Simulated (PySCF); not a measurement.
PySCF 2.14 output of an unrestricted PBE0 calculation on a single atom or ion in ANO-RCC-VTZP, with the spin-free X2C one-electron Hamiltonian (Gaussian nucleus):

```
SCF conv_tol = 1e-09
number electrons alpha = 33  beta = 27
    C. Adamo and V. Barone.,  J. Chem. Phys. 110, 6158 (1999)
    M. Ernzerhof and G. E. Scuseria.,  J. Chem. Phys. 110, 5029 (1999)
cycle= 1 E= -10018.785892492  delta_E= -0.0113  |g|= 0.0432  |ddm|= 0.148
cycle= 2 E= -10018.7866730988  delta_E= -0.000781  |g|= 0.0313  |ddm|= 0.104
cycle= 3 E= -10018.7873980965  delta_E= -0.000725  |g|= 0.00864  |ddm|= 0.0747
cycle= 4 E= -10018.7883236648  delta_E= -0.000926  |g|= 0.00934  |ddm|= 0.102
cycle= 5 E= -10018.7861996466  delta_E= 0.00212  |g|= 0.00758  |ddm|= 0.267
cycle= 6 E= -10018.7851158317  delta_E= 0.00108  |g|= 0.0184  |ddm|= 0.339
cycle= 7 E= -10018.7851199762  delta_E= -4.14e-06  |g|= 0.0184  |ddm|= 0.0417
cycle= 8 E= -10018.7852190566  delta_E= -9.91e-05  |g|= 0.0123  |ddm|= 0.0459
cycle= 9 E= -10018.7852986287  delta_E= -7.96e-05  |g|= 0.00165  |ddm|= 0.0198
cycle= 10 E= -10018.7852970339  delta_E= 1.59e-06  |g|= 0.000724  |ddm|= 0.017
cycle= 11 E= -10018.7852973054  delta_E= -2.72e-07  |g|= 5.31e-05  |ddm|= 0.00199
cycle= 12 E= -10018.7852973061  delta_E= -7.26e-10  |g|= 5.38e-06  |ddm|= 0.000283
converged SCF energy = -10018.7852973061  <S^2> = 12.001194  2S+1 = 7.0003411
```

The run itself started from symmetry-adapted Hartree-Fock orbitals and held the occupation by maximum overlap, on a logarithmic radial grid, so the iterations belong to that start.

**Question.** Which element, charge and spin multiplicity is this?

**Answer.** Pm⁺ (promethium, charge +1), multiplicity 7; the state was [Xe] 4f4 6s1 6p1, one real determinant (an excited configuration).

⟨L²⟩ = 36.18 against 56 for a pure K term, so this real determinant mixes terms. Spin-orbit coupling, absent here, splits the open shell strongly.
